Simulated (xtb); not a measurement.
Be(Br)(Me) (CH3BeBr), SMILES [CH3][Be][Br]. All values are semi-empirical tight-binding results from xtb (GFN2-xTB unless named), good for trends rather than for accurate numbers. Geometry: GFN2-xTB.

For metal compounds this method's bond lengths and energies can be far off.

| Quantity | Result |
|---|---|
| point group as xtb finds it | C3v |
| orbital gap | 5.81 eV |
| zero-point energy | 23.1 kcal/mol |
| G − E(el) at 298.15 K (modified RRHO) | 6.4 kcal/mol |
